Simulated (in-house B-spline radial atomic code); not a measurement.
Radial electron density of S⁷⁺, [He] 2s2 2p5. Level of theory: scalar-relativistic (X2C) LDA VWN5, spin-polarised, spherical fractional occupations, Fermi nucleus of rms radius 3.2611 fm; calculated with a B-spline radial code for spherical atoms.

Columns: r (bohr), 4πr²n(r) (electrons per bohr), bar.

```
 0.00364   0.4405 #
 0.00424   0.5811 #
 0.00493    0.762 ##
 0.00575    1.001 ##
  0.0067    1.308 ###
  0.0078    1.699 ####
 0.00909    2.197 #####
  0.0106    2.828 #######
  0.0123    3.583 #########
  0.0144    4.564 ###########
  0.0167    5.672 ##############
  0.0195    7.036 #################
  0.0227    8.569 #####################
  0.0264    10.26 #########################
  0.0308    12.09 #############################
  0.0359    13.93 ##################################
  0.0418    15.62 ######################################
  0.0487    17.03 #########################################
  0.0567    17.96 ###########################################
   0.066    18.24 ############################################
  0.0769     17.8 ###########################################
  0.0896    16.67 ########################################
   0.104     15.1 ####################################
   0.122    13.28 ################################
   0.142    11.89 #############################
   0.165    11.25 ###########################
   0.192    11.54 ############################
   0.224     12.7 ###############################
   0.261    14.22 ##################################
   0.304    15.42 #####################################
   0.354    15.62 ######################################
   0.412    14.47 ###################################
    0.48    12.05 #############################
   0.559    8.899 #####################
   0.651    5.734 ##############
   0.759    3.147 ########
   0.884    1.451 ###
    1.03   0.5436 #
     1.2   0.1609 
     1.4  0.03571 
    1.63 0.005906
```

On this grid the curve has 2 maxima, near 0.066, 0.354 bohr.

The 2s up radial function P(r) = rR(r), positive near the nucleus:

| r (bohr) | P |
| --- | --- |
| 0.00125 | 0.04788 |
| 0.0017 | 0.06398 |
| 0.0023 | 0.08488 |
| 0.00312 | 0.1125 |
| 0.00424 | 0.1488 |
| 0.00575 | 0.1952 |
| 0.0078 | 0.2541 |
| 0.0106 | 0.3273 |
| 0.0144 | 0.4145 |
| 0.0195 | 0.5118 |
| 0.0264 | 0.6112 |
| 0.0359 | 0.6966 |
| 0.0487 | 0.7353 |
| 0.066 | 0.6851 |
| 0.0896 | 0.4948 |
| 0.122 | 0.1236 |
| 0.165 | -0.3986 |
| 0.224 | -0.9824 |
| 0.304 | -1.425 |
| 0.412 | -1.526 |
| 0.559 | -1.234 |
| 0.759 | -0.7253 |
| 1.03 | -0.2866 |
| 1.4 | -0.06678 |
